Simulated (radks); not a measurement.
The numbers below are computed, except where a source is named.
Question: These are the eigenvalues of the occupied orbitals of an atom or ion with whole-number occupations (Ry). Level of theory: Dirac Kohn-Sham, PBE, spin-unpolarised, spherical densities, finite nucleus; Fermi nuclear charge, rms radius of each element as measured or else 0.836 A^(1/3) + 0.57 fm (a radial shooting solver on a logarithmic mesh with Libxc functionals).

| orbital | eigenvalue |
|---|---|
| 1s1/2 | -560.8309 |
| 2s1/2 | -68.94350 |
| 2p1/2 | -60.18797 |
| 2p3/2 | -59.09857 |
| 3s1/2 | -10.34264 |
| 3p1/2 | -7.71833 |
| 3p3/2 | -7.57916 |
| 3d3/2 | -3.32918 |
| 3d5/2 | -3.31294 |

Which element is it, and in what charge state? The configuration may be excited. Open shells, if any, are shared by 2j + 1.

Answer: Z = 27, cobalt, charge +3: Co3+ in [Ar] 3d6. The list shows which subshells hold electrons but not how many an open one holds; the 1s level, -280.42 hartree, gives Z - s = 23.7 by -(Z - s)^2/2, which with screening and relativity narrows Z to a few neighbours, and the depths of the outer levels then fix element, charge and occupations together.
